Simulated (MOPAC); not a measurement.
MOPAC input (PM7):

```
PM7 1SCF UHF MS=0.5 GEO-OK AUX(PRECISION=9) THREADS=1
C3H8FSi

C     1.74854200 1   -0.02881300 1   -0.67058700 1
Si    0.04302900 1    0.00553600 1    0.01608800 1
C    -0.80848000 1   -1.64529600 1   -0.16591500 1
C    -0.98031800 1    1.36907000 1   -0.74349800 1
F     0.17767500 1    0.31612300 1    1.59696500 1
H     1.95454600 1   -0.21797600 1   -1.71910500 1
H     2.63114400 1    0.13790500 1   -0.06308600 1
H    -0.89868400 1   -1.91716800 1   -1.22043700 1
H    -0.24930200 1   -2.43540200 1    0.33794300 1
H    -1.81368700 1   -1.61164500 1    0.26045400 1
H    -0.52184000 1    2.34542300 1   -0.57811100 1
H    -1.07761300 1    1.22157300 1   -1.82185200 1
H    -1.98451000 1    1.38491700 1   -0.31371700 1
```

Output:

```
 *******************************************************************************
 **                                                                           **
 **                              MOPAC v23.2.5                                **
 **                                                                           **
 *******************************************************************************
 ** MOPAC's Digital Object Identifier: https://doi.org/10.5281/zenodo.6511958 **
 **                                                                           **
 ** Please cite the open-source release paper for use of this MOPAC version:  **
 ** J. E. Moussa and J. J. P. Stewart (2026)                                  **
 ** MOPAC: An open-source semiempirical molecular orbital program             **
 ** J. Open Source Softw., 11(119), 8025, https://doi.org/10.21105/joss.08025 **
 *******************************************************************************

                              PM7 CALCULATION RESULTS

 *******************************************************************************
 *  PM7        - The PM7 Hamiltonian to be used
 *  GEO-OK     - OVERRIDE INTERATOMIC DISTANCE AND OTHER SAFETY CHECKS
 *  UHF        - UNRESTRICTED HARTREE-FOCK CALCULATION
 *  MS=        - IN MECI, MAGNETIC COMPONENT OF SPIN =  0.5
 *  1SCF       - DO 1 SCF AND THEN STOP
 *  AUX        - OUTPUT AUXILIARY INFORMATION
 *******************************************************************************
PM7 1SCF UHF MS=0.5 GEO-OK AUX(PRECISION=9) THREADS=1
 C3H8FSi

   ATOM   CHEMICAL          X               Y               Z
  NUMBER   SYMBOL      (ANGSTROMS)     (ANGSTROMS)     (ANGSTROMS)

     1       C          1.74854200  *  -0.02881300  *  -0.67058700  *
     2      Si          0.04302900  *   0.00553600  *   0.01608800  *
     3       C         -0.80848000  *  -1.64529600  *  -0.16591500  *
     4       C         -0.98031800  *   1.36907000  *  -0.74349800  *
     5       F          0.17767500  *   0.31612300  *   1.59696500  *
     6       H          1.95454600  *  -0.21797600  *  -1.71910500  *
     7       H          2.63114400  *   0.13790500  *  -0.06308600  *
     8       H         -0.89868400  *  -1.91716800  *  -1.22043700  *
     9       H         -0.24930200  *  -2.43540200  *   0.33794300  *
    10       H         -1.81368700  *  -1.61164500  *   0.26045400  *
    11       H         -0.52184000  *   2.34542300  *  -0.57811100  *
    12       H         -1.07761300  *   1.22157300  *  -1.82185200  *
    13       H         -1.98451000  *   1.38491700  *  -0.31371700  *

          CARTESIAN COORDINATES

    NO.       ATOM           X           Y           Z

     1         C          1.7485     -0.0288     -0.6706
     2        Si          0.0430      0.0055      0.0161
     3         C         -0.8085     -1.6453     -0.1659
     4         C         -0.9803      1.3691     -0.7435
     5         F          0.1777      0.3161      1.5970
     6         H          1.9545     -0.2180     -1.7191
     7         H          2.6311      0.1379     -0.0631
     8         H         -0.8987     -1.9172     -1.2204
     9         H         -0.2493     -2.4354      0.3379
    10         H         -1.8137     -1.6116      0.2605
    11         H         -0.5218      2.3454     -0.5781
    12         H         -1.0776      1.2216     -1.8219
    13         H         -1.9845      1.3849     -0.3137

 General Reference for PM7:
 "Optimization of Parameters for Semiempirical Methods VI: More Modifications to the
 NDDO Approximations and Re-optimization of Parameters", J. J. P. Stewart, J. Mol. Mod., 1:32, 19 (2013)
 https://link.springer.com/article/10.1007/s00894-012-1667-x

           Empirical Formula: C3 H8 Si F  =    13 atoms

      MOLECULAR POINT GROUP   :   Cs

          UHF CALCULATION, NO. OF ALPHA ELECTRONS =   16
                           NO. OF BETA  ELECTRONS =   15

 -------------------------------------------------------------------------------
 PM7 1SCF UHF MS=0.5 GEO-OK AUX(PRECISION=9) THREADS=1
 C3H8FSi

     1SCF WAS SPECIFIED, SO BFGS WAS NOT USED
     SCF FIELD WAS ACHIEVED

                              PM7 CALCULATION
                                                       MOPAC v23.2.5 Linux

          FINAL HEAT OF FORMATION =        -96.96319 KCAL/MOL =    -405.69397 KJ/MOL

          COSMO AREA              =        132.07 SQUARE ANGSTROMS
          COSMO VOLUME            =        123.77 CUBIC ANGSTROMS

          IONIZATION POTENTIAL    =          9.808035 EV
          ALPHA SOMO LUMO (EV)    =         -9.808  0.915
          BETA  SOMO LUMO (EV)    =        -11.699 -0.034
          NO. OF ALPHA ELECTRONS  =         16
          NO. OF BETA  ELECTRONS  =         15
          MOLECULAR WEIGHT        =         91.1801         POINT GROUP:  Cs

          MOLECULAR DIMENSIONS (Angstroms)

            Atom       Atom       Distance
            H    11    H     9     4.87542
            H    10    H     7     4.53735
            H     6    F     5     3.36183

          SCF CALCULATIONS        =          1

   ATOM   CHEMICAL          X               Y               Z
  NUMBER   SYMBOL      (ANGSTROMS)     (ANGSTROMS)     (ANGSTROMS)

     1       C          1.74854200  *  -0.02881300  *  -0.67058700  *
     2      Si          0.04302900  *   0.00553600  *   0.01608800  *
     3       C         -0.80848000  *  -1.64529600  *  -0.16591500  *
     4       C         -0.98031800  *   1.36907000  *  -0.74349800  *
     5       F          0.17767500  *   0.31612300  *   1.59696500  *
     6       H          1.95454600  *  -0.21797600  *  -1.71910500  *
     7       H          2.63114400  *   0.13790500  *  -0.06308600  *
     8       H         -0.89868400  *  -1.91716800  *  -1.22043700  *
     9       H         -0.24930200  *  -2.43540200  *   0.33794300  *
    10       H         -1.81368700  *  -1.61164500  *   0.26045400  *
    11       H         -0.52184000  *   2.34542300  *  -0.57811100  *
    12       H         -1.07761300  *   1.22157300  *  -1.82185200  *
    13       H         -1.98451000  *   1.38491700  *  -0.31371700  *

                             CARTESIAN COORDINATES

   1    C        1.748542000    -0.028813000    -0.670587000
   2   Si        0.043029000     0.005536000     0.016088000
   3    C       -0.808480000    -1.645296000    -0.165915000
   4    C       -0.980318000     1.369070000    -0.743498000
   5    F        0.177675000     0.316123000     1.596965000
   6    H        1.954546000    -0.217976000    -1.719105000
   7    H        2.631144000     0.137905000    -0.063086000
   8    H       -0.898684000    -1.917168000    -1.220437000
   9    H       -0.249302000    -2.435402000     0.337943000
  10    H       -1.813687000    -1.611645000     0.260454000
  11    H       -0.521840000     2.345423000    -0.578111000
  12    H       -1.077613000     1.221573000    -1.821852000
  13    H       -1.984510000     1.384917000    -0.313717000

           Empirical Formula: C3 H8 Si F  =    13 atoms

      MOLECULAR POINT GROUP   :   Cs

          ALPHA EIGENVALUES
 -39.53651 -26.71108 -24.65776 -23.34108 -15.63384 -15.52006 -15.43361 -14.66622
 -14.48904 -13.95806 -13.81840 -13.62705 -13.09607 -11.93049 -11.91861  -9.80803
   0.91464   1.41875   1.46959   5.62596   5.63223   5.68069   5.72228   5.88567
   6.16185   6.65260   6.78276   6.82302  23.36087  23.38820  24.01187  24.04393
  24.35199

           BETA EIGENVALUES
 -39.53906 -26.65070 -24.64578 -22.91594 -15.57211 -15.51158 -15.42474 -14.57399
 -14.42105 -13.89933 -13.67384 -13.61871 -12.95907 -11.75122 -11.69862  -0.03387
   0.91898   1.67759   1.80785   5.63349   5.63798   5.68731   5.72905   6.07415
   6.41705   6.71493   6.79130   6.82732  23.37524  23.40800  24.01556  24.10006
  24.34336

              NET ATOMIC CHARGES AND DIPOLE CONTRIBUTIONS

  ATOM NO.   TYPE          CHARGE      No. of ELECS.   s-Pop       p-Pop       d-Pop
    1          C          -0.339220        4.3392     1.13815     3.20107
    2         Si           0.416759        3.5832     0.79342     2.51457     0.27525
    3          C          -0.528213        4.5282     1.03694     3.49127
    4          C          -0.528214        4.5282     1.03694     3.49127
    5          F          -0.336373        7.3364     1.92870     5.40767
    6          H           0.144598        0.8554     0.85540
    7          H           0.154369        0.8456     0.84563
    8          H           0.165401        0.8346     0.83460
    9          H           0.171919        0.8281     0.82808
   10          H           0.170827        0.8292     0.82917
   11          H           0.171919        0.8281     0.82808
   12          H           0.165401        0.8346     0.83460
   13          H           0.170827        0.8292     0.82917
 DIPOLE           X         Y         Z       TOTAL
 POINT-CHG.    -0.526    -0.614    -3.048     3.153
 HYBRID         0.015     0.117     0.605     0.617
 SUM           -0.511    -0.497    -2.442     2.544

          ATOMIC ORBITAL ELECTRON POPULATIONS

     Atom    s        px        py        pz      x^2-y^2     xz        z^2       yz        xy
    1  C   1.13815   1.09811   0.98677   1.11619
    2 Si   0.79342   0.93892   0.94350   0.63216   0.05312   0.05722   0.06432   0.05292   0.04767
    3  C   1.03694   1.16908   1.15259   1.16961
    4  C   1.03694   1.16556   1.15983   1.16588
    5  F   1.92870   1.94636   1.93336   1.52796
    6  H   0.85540
    7  H   0.84563
    8  H   0.83460
    9  H   0.82808
   10  H   0.82917
   11  H   0.82808
   12  H   0.83460
   13  H   0.82917

                    (SZ)    =    0.500000
                    (S**2)  =    0.754697

          ATOMIC ORBITAL SPIN POPULATIONS

    Atom   Total    s     px     py     pz   x^2-y^2  xz     z^2    yz     xy
         Atomic
    1  C  1.0676  0.027  0.046  0.928  0.067
    2 Si -0.0588 -0.009 -0.036 -0.018 -0.007  0.000  0.000  0.000  0.000  0.010
    3  C  0.0271  0.003  0.008  0.015  0.001
    4  C  0.0271  0.003  0.011  0.010  0.003
    5  F -0.0012 -0.000 -0.001 -0.000  0.001
    6  H -0.0296 -0.030
    7  H -0.0292 -0.029
    8  H -0.0008 -0.001
    9  H -0.0009 -0.001
   10  H  0.0002  0.000
   11  H -0.0009 -0.001
   12  H -0.0008 -0.001
   13  H  0.0002  0.000

 **********************
 *                    *
 * JOB ENDED NORMALLY *
 *                    *
 **********************

 == MOPAC DONE ==
```

The geometry given is a B3LYP-D3(BJ)/def2-TZVP minimum.
